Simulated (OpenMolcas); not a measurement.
**V4+: effect of the metal basis**

V4+ with its 6 nearest chloride ions at 2.377 Å, on the Zr site of Cs2ZrCl6 (a = 10.407 Å, distance in the model lattice 2.446 Å). The rest of the host is ab initio model potentials to 7.6 Å and point charges beyond; the distance is set by hand and nothing relaxes.

```yaml
Program: OpenMolcas 26.06
Method: "SS-CASPT2, IPEA 0.25 Eh, imaginary shift 0.1 Eh (closed shells correlated: 3s 3p and the ligand valence shells)"
Spin-orbit_coupling: RASSI with atomic mean-field integrals over the reference wave functions
```

Fixed: ligand basis ANO-RCC-VDZP, active space 1 electron in 5 orbitals (3d), DKH2 Hamiltonian.

States (labels of O, the rotations of Oh). Energies in cm-1 above the lowest state or level, χT in cm3 K/mol; under a threefold ground state the first gap can be a small split of the lowest multiplet, not the spin-orbit step; 10Dq is the gap between the two states.

```csv
Run,Metal basis,Ground state,First state of that spin,10Dq,First gap with spin-orbit (degeneracies),χT at 300 K,Cost
A,ANO-RCC-VDZP,2T2,2E 22050,22052,"330 (4, 2)",0.368,roughly 10 core-seconds
B,ANO-RCC-VTZP,2T2,2E 21580,21579,"330 (4, 2)",0.369,roughly 20 core-seconds
```

Against A, |10Dq| changes by -2.1 % in B.

Costs are those of the CASPT2 steps.

Roots that are degenerate in the reference are averaged as groups; the widest CASPT2 spread within a group is 180 cm-1 (the 3-fold group of multiplicity 2 near 0 cm-1 above the lowest state of its run, A). Shifts and gaps below about the spread of the groups concerned are not significant. Over all roots computed the reference weight is 0.64 to 0.65 in A, 0.64 in B; a low but even weight reflects the number of correlated electrons. An orbital triplet at a regular site is open to Jahn-Teller coupling, which can distort the site and quench the lowest spin-orbit gaps and is left out. Ligand-to-metal charge-transfer states are missing. With one d shell and no ligand orbital active, 10Dq can be off by a tenth or more. The least metal-like active orbital is 74 % on the metal (Löwdin) and no ligand orbital is active, so the numbers are rough (holds for A). The least metal-like active orbital is 75 % on the metal (Löwdin) and no ligand orbital is active, so the numbers are rough (holds for B). No measured value stands beside these numbers; the geometry was set by hand and not optimised.
